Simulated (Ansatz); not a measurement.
System: GeF (charge 0, doublet). 
Structure (B3LYP-D3(BJ)/def2-TZVP (Ansatz, a program for electronic structure) minimum search):
```xyz
2

Ge     0.0000     0.0000    -0.3885
F      0.0000     0.0000     1.3814
```
Charge 0, spin multiplicity 2.

Total electronic energies in hartree. Correlated levels leave the core frozen unless marked. UHF or UKS for open shells. Spin-orbit coupling is left out. The frozen core is the preceding noble-gas configuration, with the filled d and f shells of earlier blocks. No relativistic terms. CBS marks a two-point X^-3 extrapolation of the correlation energy; Hartree-Fock from the larger set (for Q and 5 zeta extrapolated as (X+1)exp(-9√X)).

```tsv
level	program	energy (Eh)
HF/cc-pVTZ	Ansatz	-2174.88902
HF/aug-cc-pVQZ	Ansatz	-2174.90350
r2SCAN-D3(BJ)/def2-TZVPD	Ansatz + dftd3	-2176.83050
B3LYP-D4/def2-TZVPD	Ansatz + dftd4	-2176.93455
BHLYP-D4/def2-TZVPD	Ansatz + dftd4	[?]
r2SCAN0-D4/def2-TZVPD	Ansatz + dftd4	-2176.79588
HSE06/def2-TZVPD	Ansatz	-2176.52192
MP2/def2-SVP	Ansatz	-2174.70597
RI-MP2/CBS(cc-pVTZ,cc-pVQZ)	Ansatz	-2175.2794
CCSD/def2-SVP	Ansatz	-2174.71941
CCSD/def2-TZVPP	Ansatz	-2175.19060
CCSD/cc-pV5Z	Ansatz	-2175.27741
CCSD(T)/aug-cc-pVTZ	Ansatz	-2175.24878
CCSD(T)/cc-pVTZ	Ansatz	-2175.23512
CCSD(T)/CBS(cc-pVQZ,cc-pV5Z)	Ansatz	-2175.3030
```

Some entries are withheld; supply them.


- BHLYP-D4/def2-TZVPD, energy (Eh): -2176.83161
